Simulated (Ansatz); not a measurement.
The cluster B₄P₄⁻. Total charge -1; doublet. Geometry B3LYP-D4/def2-SVPD.

```csv
atom,x (Å),y (Å),z (Å)
B1,1.010,0.360,-0.080
B2,0.411,-0.898,0.967
B3,-0.244,0.541,1.197
B4,-0.647,-0.366,-0.519
P5,-1.682,1.205,-0.052
P6,0.984,-0.776,-1.609
P7,-0.230,-2.229,-0.260
P8,0.398,2.162,0.357
```

Another isomer (doublet) lies 1.28 eV lower at PBE0-D4/def2-TZVPD; other spin states weren't run for this one.

(1) Estimate the α-spin orbital energies around the gap (eV) in Ansatz with PBE-D4/def2-TZVPD, r2SCAN-D4/def2-TZVPD, PBE0-D4/def2-TZVPD.

Answers

(1) 
```csv
orbital,PBE-D4/def2-TZVPD,r2SCAN-D4/def2-TZVPD,PBE0-D4/def2-TZVPD
HOMO−9,-4.74,-5.10,-6.02
HOMO−8,-4.35,-4.70,-5.59
HOMO−7,-4.20,-4.53,-5.40
HOMO−6,-3.14,-3.43,-4.22
HOMO−5,-2.88,-3.14,-3.92
HOMO−4,-2.33,-2.57,-3.41
HOMO−3,-2.14,-2.37,-3.15
HOMO−2,-1.54,-1.74,-2.48
HOMO−1,-1.09,-1.24,-1.95
HOMO,-0.16,-0.38,-1.03
LUMO,1.56,1.69,2.26
LUMO+1,1.93,2.09,2.69
LUMO+2,2.45,2.61,3.20
LUMO+3,2.71,2.96,3.26
LUMO+4,2.87,3.14,3.47
LUMO+5,2.92,3.36,3.61
β HOMO,-0.97,-1.09,-1.79
β LUMO,0.43,0.60,1.16
```
